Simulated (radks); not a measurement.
Species: Cs XLIII. Configuration: [Ne] 3s2 3p1.

Calculated with a radial shooting solver on a logarithmic mesh with Libxc functionals: scalar-relativistic Kohn-Sham, PBE, spin-unpolarised, spherical densities, point nucleus.

Energy parts (eV):
| part | energy |
|---|---|
| total | -167588.11 |
| kinetic | 178560.85 |
| electron-nucleus | -362788.00 |
| Hartree | 19478.88 |
| exchange-correlation | -2839.84 |

Orbitals (lengths in bohr, moments of r in powers of bohr; <r^-3> diverges for s and p1/2):
orbital,occ.,eigenvalue (eV),<r^-3>,<r^4>,<r>
1s,2,-38519.23,-,2.238e-06,0.02609
2s,2,-8191.570,-,0.0003477,0.1104
2p,6,-7641.911,6799,0.0002477,0.09641
3s,2,-3279.569,-,0.009503,0.2665
3p,1,-3109.662,1772,0.008907,0.2582
3d,0,-2922.551,262.1,0.005781,0.2270
4s,0,-1747.851,-,0.1033,0.4943

The highest occupied level is 3p at -3109.7 eV. For comparison, the ionisation energy in NIST's Atomic Spectra Database is 3214 eV (theoretical). In exact Kohn-Sham theory the highest level is minus the ionisation energy, but local and semilocal functionals leave it too shallow, through self-interaction and a potential that decays too fast; potentials with the right tail come closer. The density falls to 0.001 e/bohr^3 at r = 0.73 bohr. Summed over all electrons, <r^2> = 0.3368 bohr^2, which gives a Langevin (diamagnetic) susceptibility term of -0.267 x 10^-6 cm^3/mol.

Beside tabulated values, note that spin-unpolarised runs miss the spin-polarisation part of the exchange energy of open shells.
